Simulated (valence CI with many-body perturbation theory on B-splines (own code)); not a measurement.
# Nd LIV in brief

Level of theory: valence CI with perturbative core correlation (CI+MBPT): five valence electrons over a frozen Dirac-Fock core [He], a basis of 9 s, 9 p, 8 d, 6 f, 3 g, 1 h functions for each j, with the one-electron correlation potential Σ1 (screened to all orders), the two-electron term Σ2, the three-electron term Σ3, Breit, model QED; selected single and double excitations, second order for the rest (own B-spline code, finite nucleus).

No measured spectrum was set against this ion. As an estimate, large intervals hold to a few tenths of a per cent, small ones and those within an open d or f shell to about a per cent. Among the levels kept, up to 1200 cm⁻¹ of a level comes from second order outside the variational space, and about a tenth of that is noise between levels of different J, which matters for small intervals.

Levels are named by their leading jj configuration (3d3/2^4 stands for four electrons in 3d with j = 3/2), which in mixed levels can hold well under half, so a name can repeat and another be missing.

Rates and lifetimes use the calculated energies. Strong lines usually hold to 10 to 20 %, long lifetimes can be off by a factor of two.

**Question.** What is the ground level?

**Answer.** (2s^2 2p1/2^2 2p3/2) J=3/2, composition 47 % 2s²2p³ ²P° + 27 % 2s²2p³ ²D° + 26 % 2s²2p³ ⁴S°, g = 1.341.

**Question.** Where does the other parity begin?

**Answer.** At (2s 2p1/2^2 2p3/2^2) J=5/2, 6272.8 × 10³ cm⁻¹.

**Question.** How well does LS coupling describe the low levels?

**Answer.** Among the lowest 20 levels the leading LS term, summed over configurations, holds 62 % on average. For single configurations the figures are 62 % in LS and 99 % in jj coupling. Terms mix most in the J = 3/2 level at 48082 × 10³ cm⁻¹, where the leading one holds 33 %.

**Question.** Name the longest-lived excited levels whose lifetime is computed, and their main decay.

**Answer.** (2s^2 2p1/2 2p3/2^2) J=5/2 at 4406.2 × 10³ cm⁻¹ lives 4.11 ns, mostly by M1 to (2s^2 2p1/2^2 2p3/2) J=3/2; (2s^2 2p1/2 2p3/2^2) J=1/2 at 4705.1 × 10³ cm⁻¹ lives 1.15 ns, mostly by M1 to (2s^2 2p1/2^2 2p3/2) J=3/2; (2s^2 2p1/2 2p3/2^2) J=3/2 at 4233.3 × 10³ cm⁻¹ lives 703 ps, mostly by M1 to (2s^2 2p1/2^2 2p3/2) J=3/2.

**Question.** What are the static dipole polarisabilities of the lowest levels?

**Answer.** (2s^2 2p1/2^2 2p3/2) J=3/2 0.000216 (tensor 4.3e-05) bohr³, of which the core gives 5.76e-07.
